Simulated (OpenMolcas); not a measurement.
# Computed transition rates of Fe5+

```
Program             : OpenMolcas 26.06
Method              : MS-CASPT2, IPEA 0.25 Eh, imaginary shift 0.1 Eh (closed shells correlated: 3s 3p)
Basis               : ANO-RCC-VQZP [7s6p4d3f2g1h]
Scalar Hamiltonian  : DKH2, point nucleus
Active space        : 3 electrons in 5 orbitals (3d)
State averaging     : 2S+1 = 4 even, 10 roots; 2S+1 = 2 even, 40 roots
Spin-orbit coupling : state interaction with AMFI integrals over the reference wave functions, term energies averaged over their components
```

Rates come from the transition moments of the reference wave functions (E1 and E2 in the length form). At fixed line strength A goes as λ^-3 for E1 and M1 and as λ^-5 for E2, so a rate at the computed wavelength can be rescaled to the measured one. Measured vacuum wavelengths follow from level energies in Corliss and Sugar, J. Phys. Chem. Ref. Data 11, 135 (1982). Branching counts decays inside the model space alone, at computed energies, and the table is only a selection of the E2 and M1 lines, drawn from those between levels with measured partners whose computed energy lies within a factor of 1.5 of the measured one.

```csv
Upper,Lower,Type,λ computed (nm),λ measured (nm),A computed (s-1),A rescaled (s-1),Branching %
3d3 4F 5/2,3d3 4F 3/2,M1,19230,19560,6.09e-03,5.79e-03,100.0
3d3 4F 7/2,3d3 4F 5/2,M1,14290,14770,1.49e-02,1.35e-02,100.0
3d3 4F 9/2,3d3 4F 7/2,M1,11700,12310,1.69e-02,1.45e-02,100.0
3d3 2P 1/2,3d3 4P 1/2,M1,1325,1289,3.27e-01,,98.3
3d3 2H 9/2,3d3 2G 9/2,M1,1307,1350,1.87e-01,,61.5
3d3 2H 11/2,3d3 2G 9/2,M1,1224,1268,1.04e-01,,97.4
3d3 2H 9/2,3d3 2G 7/2,M1,1196,1233,1.09e-01,,35.8
3d3 4P 5/2,3d3 4F 9/2,E2,544.2,567.9,6.12e-02,4.95e-02,61.1
3d3 4P 3/2,3d3 4F 7/2,E2,538.1,563.3,4.57e-02,3.64e-02,44.1
3d3 4P 1/2,3d3 4F 5/2,E2,523.5,548.6,4.11e-02,3.25e-02,36.6
3d3 4P 5/2,3d3 4F 7/2,E2,520,542.8,2.46e-02,1.98e-02,24.6
3d3 4P 3/2,3d3 4F 5/2,E2,518.6,542.6,3.94e-02,3.14e-02,38.0
3d3 2G 9/2,3d3 4F 9/2,M1,512,517.7,5.50e-01,,70.5
3d3 4P 1/2,3d3 4F 3/2,E2,509.6,533.7,7.12e-02,5.65e-02,63.3
3d3 2G 7/2,3d3 4F 7/2,M1,508.3,514.7,2.24e-01,,50.2
3d3 2G 7/2,3d3 4F 5/2,M1,490.8,497.4,2.09e-01,,46.9
3d3 2G 9/2,3d3 4F 7/2,M1,490.5,496.9,2.26e-01,,29.0
3d3 2P 3/2 [60 %],3d3 4F 5/2,M1,378.4,389.1,4.43e-01,,40.6
3d3 2P 3/2 [60 %],3d3 4F 3/2,M1,371.1,381.5,2.77e-01,,25.4
3d3 2D 5/2(1),3d3 4F 7/2,M1,356.3,366.4,1.00e+00,,77.6
3d3 2D 3/2(1) [62 %],3d3 4F 5/2,M1,347,355.7,7.30e-01,,51.4
3d3 2D 3/2(1) [62 %],3d3 4F 3/2,M1,340.9,349.3,4.01e-01,,28.3
3d3 2F 5/2,3d3 4F 3/2,M1,209.9,214.6,1.93e-01,,26.0
3d3 2D 5/2(2),3d3 2G 9/2,E2,189.8,198.4,1.24e+01,9.94e+00,56.7
3d3 2D 3/2(2),3d3 2G 7/2,E2,186,194.4,1.45e+01,1.16e+01,65.2
```

Spin-changing lines and M1 lines between different terms are not rescaled, since their strength hangs on the term gaps too.

The largest correction is for 3d3 4P 1/2 → 3d3 4F 5/2 (E2): 4.11e-02 × (523.5 / 548.6)^5 = 3.25e-02 s-1, a factor of 0.79.

The computed rate and branching of 3d3 4F 5/2 → 3d3 4F 3/2 give the upper level a radiative lifetime of 1.000 / 6.09e-03 s-1 = 1.64e+02 s, counting decays inside the model space alone. The rescaled rate gives about 1.7e+02 s.

The computed order of these levels differs from the measured one in 1 place, and where term gaps are wrong the rates of spin-changing lines can be off by large factors.

These are rates of the free ion; in crystals, glasses and complexes forced electric-dipole and non-radiative decay shorten such lifetimes by orders of magnitude. No measured rate stands beside these. Rescaling mends the energy factor alone: line strengths can still be far off where a level mixes with configurations outside the active space, and weak or spin-changing lines hang on small mixing coefficients that depend on the term gaps too, so rescaling need not improve them.

CASPT2 does not keep the components of a term degenerate, so their means are used; among the terms shown or strongly mixed into the levels shown the widest spread is 760 cm-1 (3d3 4F). Measured partners are found by configuration, term and J. A level has none where our copy of the source lacks it or the pairing is in doubt (some pairs that miss far off the trend of their configuration count as doubtful). Only configurations of the active space appear.

A share in square brackets marks a mixed level and gives the weight of the term that names it. A number in round brackets counts repeated terms of one configuration in the order of the reference energies.
